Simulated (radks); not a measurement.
Results of a calculation; reference values are marked as such.
All-electron atom: Lu0.25+ in [Xe] 4f14 5d1.25 6s1.5 (fractional occupations, a model configuration).

Code: a radial shooting solver on a logarithmic mesh with Libxc functionals. Model: Dirac Kohn-Sham, PBE, spin-unpolarised, spherical densities, finite nucleus; open shells are shared between the two j in proportion to 2j + 1; Fermi nuclear charge, rms radius 5.37 fm.

Energy parts (Ry):
total: -29158.2485
kinetic: 32491.7621
electron-nucleus: -72496.3651
Hartree: 11450.5103
exchange-correlation: -604.1558

Orbitals (lengths in bohr, moments of r in powers of bohr; <r^-3> diverges for s and p1/2; r(max) is where P^2 peaks):
orbital,occ.,eigenvalue (Ry),r(max),<r^-3>
1s1/2,2,-4641.059,0.01213,-
2s1/2,2,-789.6346,0.06950,-
2p1/2,2,-753.7964,0.05193,-
2p3/2,4,-671.6631,0.05845,14150
3s1/2,2,-179.0102,0.1960,-
3p1/2,2,-163.1296,0.1839,-
3p3/2,4,-145.6111,0.1973,3144
3d3/2,4,-118.6151,0.1552,539.7
3d5/2,6,-114.7903,0.1589,465.5
4s1/2,2,-35.70410,0.4466,-
4p1/2,2,-29.23296,0.4475,-
4p3/2,4,-25.24739,0.4762,715.3
4d3/2,4,-14.60001,0.4758,106.1
4d5/2,6,-13.87233,0.4850,89.65
4f5/2,6,-0.85524,0.4659,14.30
4f7/2,8,-0.74336,0.4713,13.58
5s1/2,2,-4.56248,1.044,-
5p1/2,2,-2.77705,1.135,-
5p3/2,4,-2.27293,1.224,88.12
5d3/2,0.5,-0.23401,1.802,3.721
5d5/2,0.75,-0.21005,1.880,2.909
6s1/2,1.5,-0.43060,3.044,-

The highest occupied level is 5d5/2 at -2.858 eV. The density falls to 0.001 e/bohr^3 at r = 4.90 bohr. The electron density at the nucleus is 1.111e+06 e/bohr^3. Summed over all electrons, <r^2> = 67.78 bohr^2, which gives a Langevin (diamagnetic) susceptibility term of -53.7 x 10^-6 cm^3/mol.
